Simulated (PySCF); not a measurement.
C5H10N2Si.
Atom-mapped SMILES: `[CH:1]1=[N:2][Si@@H:3]([NH:4][CH:5]2[CH2:6][CH2:7]2)[CH2:8]1` (hydrogens: H9 on C1; H10 on Si3; H11 on N4; H12 on C5; H13, H14 on C6; H15, H16 on C7; H17, H18 on C8)

Level of theory: TDDFT wB97X-D/def2-SVPD, vertical, gas phase, core orbitals frozen in the response in PySCF 2.14.0, density-fitted response routines. The structure is a single GFN2-xTB conformer in the gas phase; no vibrational or solvent corrections. Torsions of this conformer, `[CH:1]1=[N:2][Si@@H:3]([NH:4][CH:5]2[CH2:6][CH2:7]2)[CH2:8]1`: N2–Si3–N4–C5 -171°, Si3–N4–C5–C6 162°.

Computed states:

```csv
state,E (eV),f
S1,4.36,0.0008
S2,5.79,0.010
S3,6.21,0.025
S4,6.53,0.028
S5,6.72,0.0071
S6,6.98,0.024
S7,7.05,0.028
S8,7.14,0.0069
```

Broadening: Gaussians 0.4 eV wide at half height, area fixed by f = 4.319×10⁻⁹ ∫ε dν̃. The width is an assumption, not a result. The curve ends short of the highest state used, and states not computed would add to its high-energy end.

(1) What does the envelope look like, and where are its maxima?

(2) On this curve, what absorbance would a 10⁻⁴ mol/L sample give at 308 nm over a 1 cm path?

(3) Coming from long wavelengths, where does ε first pass 100 L mol⁻¹ cm⁻¹?

Answers

(1) 
```csv
E (eV),ε (L mol⁻¹ cm⁻¹)
3.76,0
3.83,0
3.89,1
3.96,3
4.02,7
4.09,15
4.15,25
4.22,38
4.28,49
4.35,55
4.41,53
4.48,44
4.54,32
4.60,21
4.67,11
4.73,5
4.80,2
4.86,1
4.93,0
4.99,0
5.06,0
5.12,0
5.19,1
5.25,4
5.32,15
5.38,37
5.44,83
5.51,178
5.57,300
5.64,474
5.70,620
5.77,749
5.83,818
5.90,895
5.96,1017
6.03,1268
6.09,1553
6.16,1877
6.22,2083
6.28,2213
6.35,2317
6.41,2405
6.48,2494
6.54,2509
```

Maxima: 284 nm (4.37 eV), ε about 55, made up of S1 (100%); 190 nm (6.52 eV), ε about 2500, made up of S3 (12%) and S4 (76%) (ε in L mol⁻¹ cm⁻¹; maxima over ε = 5, shares over 10%).

(2) 308 nm is 4.025 eV, where ε is about 7.5 L mol⁻¹ cm⁻¹, so A = ε c l ≈ 0.00075 (Beer–Lambert, with the gas-phase spectrum and the assumed width).

(3) At about 227 nm (5.46 eV), 1.09 eV above S1.

Time: 74 s; peak memory 1.1 GiB. Hardware: Arm Neoverse V1, one thread (shared host).
